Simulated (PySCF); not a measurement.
C6H11FO2Si.
SMILES with atom numbers: `[CH3:1][CH2:2][Si@@H:3]1[O:4][C@H:5]([O:6][CH3:7])[CH:8]=[C:9]1[F:10]`

Structure used (GFN2-xTB), in Å, numbered top down from 1:
```xyz
21
C6H11FO2Si angstrom
C     -3.3291    0.4799    0.4508
C     -1.8598    0.5251    0.8601
Si    -0.8281   -0.8219    0.0159
O      0.7494   -0.8308    0.4729
C      1.6882   -0.5440   -0.5318
O      2.3867    0.6221   -0.2481
C      3.1808    0.5477    0.9186
C      0.9930   -0.3725   -1.8501
C     -0.3266   -0.4596   -1.7732
F     -1.1292   -0.3226   -2.8435
H     -3.7690   -0.4787    0.7132
H     -3.4339    0.6156   -0.6223
H     -3.8933    1.2637    0.9524
H     -1.4532    1.5127    0.6281
H     -1.7882    0.4079    1.9427
H     -1.3324   -2.1847    0.1820
H      2.3860   -1.4047   -0.5618
H      2.5660    0.3298    1.7954
H      3.6516    1.5222    1.0244
H      3.9473   -0.2290    0.8153
H      1.5848   -0.1613   -2.7230
```

Definitions: NICS(0) = −σiso at the ring centroid; NICS(1) = −σiso and NICS(1)zz = −σzz at ±1 Å along the ring normal z. Level: GIAO PBE0/pcSseg-1 (PySCF, non-relativistic, gas phase) on the GFN2-xTB geometry, one conformer.

Ring bond lengths (Å), with Mayer bond orders in brackets: Si3–O4 1.642 (0.96), O4–C5 1.405 (0.90), C5–C8 1.500 (1.05), C8–C9 1.325 (1.81), C9–Si3 1.893 (0.84).

**Question.** Give the NICS values of each ring in ppm.

**Answer.** 
```csv
ring,type,NICS(0),"NICS(1), two faces","NICS(1)zz, two faces",rms pucker (Å),"centre to ring atoms, mean (Å)"
Si3–O4–C5–C8–C9,"5-membered ring with O and Si; formal bonds 1 double, 4 single",-5.6,-3.3 / -3.1,-3.4 / -0.6,0.01,1.32
```

**Question.** What can be read from them?

**Answer.** 
- Si3–O4–C5–C8–C9: mean NICS(1)zz -2.0 ppm, near zero. Si3, C5 have four or more neighbours, so the value isn't read as a sign of a π ring current.

**Question.** What field does 11.7 T along the ring normal induce along that normal at the first NICS(1) probe listed for ring Si3–O4–C5–C8–C9, 1 Å off the ring?

**Answer.** NICSzz × B0 = -3.4 ppm × 11.7 T = -40 μT, against the applied field.

**Question.** How shielded are the nuclei of the rings and their hydrogens (means over atoms taken as equivalent)?

**Answer.** 
```
atoms                     environment  σ isotropic (ppm)  principal values of the symmetric part, first atom (ppm)
  Si3            oxygen-bound silicon              354.4                                       300.0, 362.5, 400.7
   O4              silyl ether oxygen              262.3                                       209.2, 267.2, 310.4
   C5  sp3 carbon bearing two oxygens               81.5                                         59.2, 84.1, 101.0
   C8                alkene CH carbon               54.6                                        -54.7, 78.4, 140.1
   C9              vinylic C–F carbon                4.3                                         -88.8, 42.7, 59.0
  H16                   Si–H hydrogen              26.52                                          22.7, 25.1, 31.8
  H17                methine hydrogen              25.97                                          22.6, 24.7, 30.6
  H21                vinylic hydrogen              25.47                                          23.1, 25.3, 28.0
```
